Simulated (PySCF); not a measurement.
## Deuteron quadrupole couplings in `FC(F)(F)/C=C/CCCl`

Compound: C₅H₆ClF₃.
Geometry (GFN2-xTB, Å), atoms numbered from 1 in this order:
```
atom  x, y, z in Å
F1    -3.4996    0.5587   -0.5872
C2    -2.4857   -0.3022   -0.3945
F3    -2.6634   -0.8394    0.8194
F4    -2.6737   -1.3004   -1.2819
C5    -1.1538    0.3536   -0.5700
C6    -0.1310    0.1310    0.2393
C7     1.2188    0.7425    0.0686
C8     2.2875   -0.3251   -0.1489
Cl9    2.4577   -1.3655    1.2934
H10   -1.1014    1.0099   -1.4257
H11   -0.2387   -0.5404    1.0808
H12    1.2254    1.4187   -0.7884
H13    1.4660    1.3117    0.9680
H14    3.2607    0.1319   -0.3239
H15    2.0270   -0.9770   -0.9823
```

Level: PBE0/pcSseg-1 (PySCF, non-relativistic); Q(2H) = 0.00286 b; rigid geometry, the same for H and D, with no vibrational averaging.

**Question.** Rank these positions by the coupling χzz of a deuteron there, largest first.
A. H12 (methylene hydrogen)
B. H11 (vinylic hydrogen)
C. H10 (vinylic hydrogen)

**Answer.** C (219 kHz), B (211 kHz), A (203 kHz).

**Question.** Give the electric field gradient Vzz (the principal value of largest size), its asymmetry and the 2H coupling at each hydrogen.

**Answer.** 
```csv
atom,bonded to,bond length (Å),Vzz (au),η,χzz (kHz)
H10,C5,1.080,0.3257,0.09,219
H11,C6,1.082,0.3144,0.05,211
H12,C7,1.092,0.3017,0.03,203
H13,C7,1.093,0.2984,0.02,201
H14,C8,1.089,0.3008,0.05,202
H15,C8,1.090,0.2981,0.05,200
```

**Question.** How does χzz go with the bond length over the 6 C–H bonds?

**Answer.** A straight-line fit has a slope of -13.2 kHz for each 0.01 Å, with a correlation coefficient of -0.95, over lengths from 1.080 to 1.093 Å. The longer bonds have the smaller couplings here.

The structure is a single GFN2-xTB conformer in the gas phase; no vibrational or solvent corrections. GFN2-xTB bond lengths can be off by several hundredths of an ångström, more for odd bonds, and the gradients follow them. With so small a basis the couplings can be 20 % off.
